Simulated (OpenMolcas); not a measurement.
# Cr: from RASSCF to RASPT2

```yaml
Program: OpenMolcas 26.06
Basis: ANO-RCC-VDZP [5s4p2d1f]
Scalar_Hamiltonian: DKH2, point nucleus
Active_space: 6 electrons in 9 orbitals (RAS2 3d 4s; RAS3 4p, at most 2 electrons)
State_averaging: 2S+1 = 7 even, 1 root; 2S+1 = 5 even, 23 roots kept (CI in the orbitals of an earlier block); 2S+1 = 3 even, 12 roots kept (CI in the orbitals of an earlier block); 2S+1 = 1 even, 13 roots kept (CI in the orbitals of an earlier block, 0 in the spin-orbit step); 2S+1 = 7 odd, 15 roots; 2S+1 = 5 odd, 15 roots kept (CI in the orbitals of an earlier block); 2S+1 = 3 odd, 10 roots kept (CI in the orbitals of an earlier block)
Spin-orbit_coupling: state interaction with AMFI integrals over the reference wave functions, term energies averaged over their components
```

Methods on the same reference wave functions:
A. RASSCF
B. SS-RASPT2, IPEA 0.25 Eh, imaginary shift 0.1 Eh (closed shells correlated: 3s 3p)
C. MS-RASPT2, IPEA 0.25 Eh, imaginary shift 0.1 Eh (closed shells correlated: 3s 3p)

Energies in cm-1 above 3d5 4s 7S3, the measured ground level; measured values from NIST Handbook of Basic Atomic Spectroscopic Data.

```tsv
Level	A	B	C	Measured
3d5 4s 7S3	0.0	0.0	0.0	0.0
3d5 4s 5S2	10702	9140	9140	7593
3d4 4s 4p 7F* 0	19573	29150	29150	24971
3d4 4s 4p 7F* 1	19613	29190	29190	25011
3d4 4s 4p 7F* 2	19694	29270	29270	25089
3d4 4s 4p 7F* 3	19815	29390	29390	25206
3d4 4s 4p 7F* 4	19976	29550	29550	25360
3d4 4s 4p 7F* 5	20178	29750	29750	25549
3d4 4s 4p 7F* 6	20419	29990	29990	25771
3d4 4s 4p 7P* 2	21280	29980	29980	27729
3d4 4s 4p 7P* 3	21398	30100	30100	27820
3d4 4s 4p 7P* 4	21558	30260	30260	27935
3d4 4s2 5D0	21578	7260	6900	7751
3d4 4s2 5D1	21629	7310	6950	7811
3d4 4s2 5D2	21730	7410	7050	7927
3d4 4s2 5D3	21882	7560	7210	8095
3d4 4s2 5D4	22083	7760	7410	8308
3d5 4s 5G2	27092	24740	24740	20517
3d5 4s 5G3	27092	24740	24740	20521
3d5 4s 5G4	27092	24740	24740	20524
3d5 4s 5G5	27092	24740	24740	20524
3d5 4s 5G6	27092	24740	24740	20520
3d5 4s 5P2	30276	26180	26180	21848
3d5 4s 5P3	30279	26180	26180	21841
```

Deviations, from unrounded energies. A percentage is the sum of absolute deviations over the sum of measured energies, with the sign that they share, or ± where signs differ.

| Against measurement | Levels | A | B | C |
| --- | --- | --- | --- | --- |
| mean absolute deviation (cm-1) | 23 | 7800 | 3000 | 3100 |
| other terms of the ground configuration (%) | 8 | +34.3 | +20.3 | +20.3 |
| other configurations (%) | 15 | ±41.9 | ±12.9 | ±13.5 |

B, C lie about equally close to measurement and A furthest from it. The largest miss of B in the table is 3d5 4s 5P3, by +4300 cm-1. The ranking rests on the paired levels alone, and a cruder setting can come out closer through cancelling errors.

Between B and C the level of the table that moves most is 3d4 4s2 5D0, by 360 cm-1 (lowest in C, highest in B). Moves below CASPT2's spread within the term are not significant.

The mean deviations of B to C differ by less than CASPT2's widest spread within a term (450 cm-1), so their order carries little weight.

From A to B the spin-free energies of the other terms of 3d5 4s shown, above 7S, scale by factors of 0.85 to 0.91.

The lowest spin-free term lies below A's lowest term by 0.374 hartree in B, 0.374 hartree in C.

CASPT2 does not keep the components of a term degenerate, so their means are used; among the terms shown or strongly mixed into the levels shown the widest spread is 450 cm-1 (3d5 4s 5G, C). Over all roots computed the reference weight is 0.89 to 0.94 in B, 0.89 to 0.94 in C; the roots of lowest weight are the least certain, and an intruder state may touch them. Some high roots are left out of the spin-orbit mixing, which shifts the levels that they would mix with. Terms from blocks run as CI alone lack orbitals of their own. A single d shell beside an s shell can misplace configurations of different d count against each other. No level of 3d5 4p was computed, though it lies in the active space. Without dynamic correlation excited terms often stand tens of per cent too high (terms of higher spin than the ground term too low), and those without a measured partner can miss by more than the paired ones (holds for A). Some terms miss by over 15 % even with CASPT2, which points to a basis or an active space too small for the shells correlated (holds for B; C). Computed and measured levels are paired by configuration, term and J; levels that our copy of the source lacks, or whose pairing is in doubt (as where it misses far off the trend of its configuration), stay unpaired and out of the deviations. Only configurations of the active space appear. The table leaves out levels that lie high or whose names do not pair safely across all columns.

* marks odd parity.
